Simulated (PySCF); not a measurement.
Species: C3H13NSi4.
Geometry (PBE0-D3(BJ)/def2-SVP, Å), atoms numbered from 1 in this order:
```xyz
21
C3H13NSi4 angstrom
C      1.221   -2.385    1.796
C      1.456   -1.820    0.747
C      1.671   -1.083   -0.478
Si     2.629    0.519   -0.115
Si    -0.019   -0.756   -1.286
N     -0.994    0.281   -0.276
Si    -1.142    1.994   -0.635
Si    -1.831   -0.328    1.150
H      1.024   -2.897    2.719
H      2.272   -1.675   -1.195
H      3.964    0.186    0.464
H      1.861    1.353    0.854
H      2.815    1.278   -1.390
H      0.202   -0.073   -2.598
H     -0.693   -2.071   -1.492
H     -1.256    2.749    0.650
H      0.072    2.454   -1.375
H     -2.350    2.291   -1.464
H     -1.103   -0.009    2.414
H     -3.175    0.328    1.220
H     -2.000   -1.803    1.021
```

Computed, not measured: PBE0-D3(BJ)/def2-SVP geometry optimisation, gas phase in PySCF.

Masses are those of the commonest isotopes; rigid-rotor values at the optimised geometry. The values belong to one conformer with, in the numbering `[CH:1]#[C:2][C@H:3]([SiH3:4])[SiH2:5][N:6]([SiH3:7])[SiH3:8]`, C2–C3–Si5–N6 65°, C3–Si5–N6–Si7 101°.

Q: What are A, B and C (cm⁻¹)?

A: Ia = 427.77, Ib = 631.66, Ic = 829.56 u·Å²; 505379 MHz·u·Å²/I gives 1181, 800.1 and 609.2 MHz, that is A = 0.03941, B = 0.02669, C = 0.02032 cm⁻¹.

Q: Classify the top.

A: An asymmetric top: κ = (2 × 800.1 − 1181 − 609.2)/(1181 − 609.2) = -0.33.

Q: Is it planar, by Δ = Ic − Ia − Ib?

A: Not planar: Δ = Ic − Ia − Ib = -229.87 u·Å². For a rigid frame Δ = −2 Σ m c², so Σ m c² = 114.93 u·Å² lies off the ab plane: 25.63 from hydrogen and 89.30 from heavier atoms. The atom farthest from that plane is 2.42 Å away.

Q: Give the other two planar moments, Paa and Pbb, and the rms extents of the mass along the axes.

A: Paa = Σ m a² = (Ib + Ic − Ia)/2 = 516.72 and Pbb = Σ m b² = (Ia + Ic − Ib)/2 = 312.84 u·Å². With the mass M = 175.01 u, the rms extents √(P/M) along a, b and c are 1.72, 1.34, 0.81 Å.

Q: List the rotational levels J(Ka,Kc) to J = 4 (MHz).

A: Above 0(0,0):
J = 1: 1(0,1) 1409, 1(1,1) 1791, 1(1,0) 1982
J = 2: 2(0,2) 4172, 2(1,2) 4418, 2(1,1) 4991, 2(2,1) 6135, 2(2,0) 6191
J = 3: 3(0,3) 8203, 3(1,3) 8329, 3(1,2) 9464, 3(2,2) 10363, 3(2,1) 10616, 3(3,1) 12778, 3(3,0) 12788
J = 4: 4(0,4) 13444, 4(1,4) 13498, 4(1,3) 15336, 4(2,3) 15956, 4(2,2) 16603, 4(3,2) 18501, 4(3,1) 18572, 4(4,1) 21766, 4(4,0) 21767
The levels of one J sum to (2J + 1)J(J + 1)(A + B + C)/3.

Q: Which types of transition are allowed, and where do some lines up to J = 4 fall?

A: The dipole components are |μa| = 0.32 D, |μb| = 0.14 D, |μc| = 0.33 D. The squared components, which scale the intensities, stand as 0.98 : 0.19 : 1.00 (a : b : c). Some lines, for components of 0.1 D or more:

```json
{"type": "c", "branch": "Q", "J(Ka,Kc)": "1(1,1) ← 1(0,1)", "MHz": "381", "lower level (cm⁻¹)": "0.047"}
{"type": "a", "branch": "Q", "J(Ka,Kc)": "3(1,2) ← 3(1,3)", "MHz": "1135", "lower level (cm⁻¹)": "0.278"}
{"type": "c", "branch": "Q", "J(Ka,Kc)": "4(3,2) ← 4(2,2)", "MHz": "1898", "lower level (cm⁻¹)": "0.554"}
{"type": "c", "branch": "R", "J(Ka,Kc)": "1(1,0) ← 0(0,0)", "MHz": "1982", "lower level (cm⁻¹)": "0.000"}
{"type": "b", "branch": "Q", "J(Ka,Kc)": "3(2,2) ← 3(1,3)", "MHz": "2034", "lower level (cm⁻¹)": "0.278"}
{"type": "b", "branch": "Q", "J(Ka,Kc)": "4(2,3) ← 4(1,4)", "MHz": "2458", "lower level (cm⁻¹)": "0.450"}
{"type": "b", "branch": "R", "J(Ka,Kc)": "4(2,2) ← 3(3,1)", "MHz": "3826", "lower level (cm⁻¹)": "0.426"}
{"type": "b", "branch": "R", "J(Ka,Kc)": "4(1,4) ← 3(0,3)", "MHz": "5295", "lower level (cm⁻¹)": "0.274"}
{"type": "b", "branch": "R", "J(Ka,Kc)": "3(2,2) ← 2(1,1)", "MHz": "5372", "lower level (cm⁻¹)": "0.166"}
{"type": "a", "branch": "R", "J(Ka,Kc)": "4(1,3) ← 3(1,2)", "MHz": "5872", "lower level (cm⁻¹)": "0.316"}
{"type": "b", "branch": "R", "J(Ka,Kc)": "4(2,2) ← 3(1,3)", "MHz": "8274", "lower level (cm⁻¹)": "0.278"}
{"type": "b", "branch": "R", "J(Ka,Kc)": "4(4,1) ← 3(3,0)", "MHz": "8977", "lower level (cm⁻¹)": "0.427"}
{"type": "b", "branch": "R", "J(Ka,Kc)": "4(4,0) ← 3(3,1)", "MHz": "8990", "lower level (cm⁻¹)": "0.426"}
```

PBE0-D3(BJ)/def2-SVP frequencies: not computed here. Zero-point vibration and centrifugal distortion are left out. A rigid rotor knows nothing of internal rotation, which can split or shift real lines. Quadrupole hyperfine structure (14N) is left out.

Rough CPU time on one thread of a shared machine: about 8 min. These figures are those of the optimisation.
